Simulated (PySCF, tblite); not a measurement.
A set of runs on `[O]c1ccccc1S` [radical]; the geometry of each is named by its level. Settings lines and outputs come from a driver script.

Species: C₆H₅OS (doublet state).
SMILES with atom numbers: `[O:1][c:2]1[cH:3][cH:4][cH:5][cH:6][c:7]1[SH:8]` (hydrogens: H9 on C3; H10 on C4; H11 on C5; H12 on C6; H13 on S8)

Step 1: GFN2-xTB geometry optimisation, gas phase (tblite 0.8.0) (from a force-field or distance-geometry start)
```json
{"job": {"kind": "relax", "xc": "GFN2-xTB", "basis": "xTB"}, "charge": 0, "multiplicity": 2}
```
```
step      E/eV     max force
  0    -616.06003    2.846
  1    -616.24963    2.047
  2    -616.29395    0.691
...
 18    -616.39478    0.045
 19    -616.39499    0.031
 20    -616.39508    0.019
 21    -616.39513    0.014
 22    -616.39515    0.009
```

Energy lowered by 7.7 kcal/mol over 22 steps; largest atomic force 0.009 eV/Å at the end. «max force» is the largest atomic force in eV/Å.

Step 2: GFN2-xTB harmonic vibrations, gas phase (tblite 0.8.0) (on the GFN2-xTB geometry)
```json
{"job": {"kind": "ir", "xc": "GFN2-xTB", "basis": "xTB"}, "charge": 0, "multiplicity": 2}
```
```
(table of modes left out)
```

33 modes from 132 to 3105 cm⁻¹ (unscaled, harmonic); zero-point energy 55.2 kcal/mol; all wavenumbers are real at this level.

Step 3: UKS B3LYP, pcH-1 on C H O S, non-relativistic, mean-field spin-orbit, GIAO (PySCF 2.14.0) (on the GFN2-xTB geometry)
```json
{"job": {"kind": "epr", "basis": "pcH-1"}, "charge": 0, "multiplicity": 2}
```
```
...
E = -705.05048524 Eh   <S^2> = 0.7680 (exact 0.7500)
g shifts (ppm)      1          2          3
  rmc          -211       -211       -211
  gc             -7         40         46
  oz_so         -46       3932       9798
  total        -264       3761       9633
hyperfine (MHz)  atom isotope    a_iso     a_fc   dipolar eigenvalues
    0   17O     -21.47     -20.86    -92.10     45.57     46.53
    1   13C     -20.84     -20.86     -4.03      0.25      3.77
    2   13C       9.58       9.59    -13.25    -12.12     25.37
    3   13C     -14.15     -14.16     -4.61      1.88      2.73
    4   13C      24.06      24.13    -23.58    -21.90     45.48
    5   13C     -22.07     -22.08    -16.02      7.21      8.82
    6   13C      21.68      21.55    -23.93    -22.74     46.67
    7   33S       5.50       5.56    -19.17    -17.90     37.07
    8    1H     -11.49     -11.50     -5.87     -2.07      7.94
    9    1H       1.71       1.71     -2.30     -0.66      2.96
   10    1H     -19.22     -19.22    -11.59     -0.88     12.47
   11    1H       6.04       6.03     -2.93     -0.94      3.87
   12    1H      -7.80      -7.80     -3.73     -2.40      6.12
```

⟨S²⟩ 0.768; g_iso 2.0067. rmc, gc and oz_so are the mass-correction, gauge-correction and orbital-Zeeman/spin–orbit parts of the g shift along its three principal axes; a_iso is the isotropic hyperfine coupling and a_fc its Fermi-contact part. The log counts atoms from 0, this text from 1.

Which step took the most CPU time, and about what did each take on an Intel Xeon Platinum 8259CL at 2.50 GHz with one thread, shared host?

Step 3, about 99 % of the total. CPU time by step: 1: 0.23 s, 2: 0.64 s, 3: 83 s.

Geometry of the electronic-property runs (GFN2-xTB):
```
atom  x, y, z in Å
O1     1.4556    1.8524    0.6186
C2     0.6136    0.9791    0.3437
C3    -0.7976    1.1117    0.5452
C4    -1.6547    0.1040    0.2150
C5    -1.1884   -1.1029   -0.3374
C6     0.1580   -1.2978   -0.5591
C7     1.0572   -0.2950   -0.2334
S8     2.7590   -0.3948   -0.4516
H9    -1.1499    2.0402    0.9676
H10   -2.7156    0.2286    0.3767
H11   -1.8940   -1.8794   -0.5888
H12    0.5222   -2.2210   -0.9838
H13    2.8302    0.8754    0.0695
```

 (This holds for the electronic-property runs.)

One conformer stands for the species.
